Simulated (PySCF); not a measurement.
Ge(F)3(Vi), SMILES C=[CH][Ge]([F])([F])[F], CAM-B3LYP/def2-SVP optimised geometry.

```
9

C     -0.38    -2.39    -2.31
C     -1.26    -1.84    -1.48
Ge    -0.62    -0.82     0.00
F     -1.10     0.82     0.00
F     -1.10    -1.41     1.54
F      1.10    -0.82     0.00
H      0.70    -2.27    -2.17
H     -0.70    -2.98    -3.18
H     -2.33    -1.95    -1.62
```

Density from PySCF with CAM-B3LYP/def2-TZVP at that geometry.

Minimum of the electron density along straight lines between bonded atoms, close to the bond critical point (lines longer than 1.1 times the sum of covalent radii, or with two minima, are not listed):

| bond | length / Å | ρ at the minimum / e bohr⁻³ | ∇²ρ there / e bohr⁻⁵ | position (fraction from the first atom) |
|---|---|---|---|---|
| C1–C2 | 1.333 | (withheld) | -1.07 | 0.50 |
| C2–Ge3 | 1.901 | 0.144 | (withheld) | 0.52 |
| Ge3–F4 | 1.713 | 0.152 | 0.89 | 0.48 |
| Ge3–F5 | 1.713 | 0.151 | 0.89 | 0.48 |
| Ge3–F6 | 1.716 | 0.150 | 0.88 | 0.48 |
| C1–H7 | 1.094 | 0.283 | -1.01 | 0.66 |
| C1–H8 | 1.094 | 0.281 | -1.00 | 0.65 |
| C2–H9 | 1.093 | 0.279 | -0.98 | 0.65 |

What belongs in the gaps?


- C1–C2, ρ at the minimum / e bohr⁻³: 0.352
- C2–Ge3, ∇²ρ there / e bohr⁻⁵: 0.08
